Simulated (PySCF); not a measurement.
Sb(OMe)(SiH3)2 (CH9OSbSi2), SMILES C[O][Sb]([SiH3])[SiH3].

Coordinates come from a r2SCAN-D4/def2-SVP optimisation. The def2 effective core potentials stand for the cores of Sb; spin–orbit coupling is left out. Other conformers were not sampled.

Vertical ionisation energy (IE) and electron affinity (EA) in eV. Rows of orbital energies are one-electron estimates. Where ΔSCF, EOM or ADC give a negative EA the extra electron is unbound and the value depends on the basis.

```tsv
level	IE	EA
−ε(HOMO), −ε(LUMO), ωB97X/def2-TZVP (PySCF)	8.84	-0.32
−ε(HOMO), −ε(LUMO), PBE/def2-TZVP (PySCF)	5.58	2.42
```
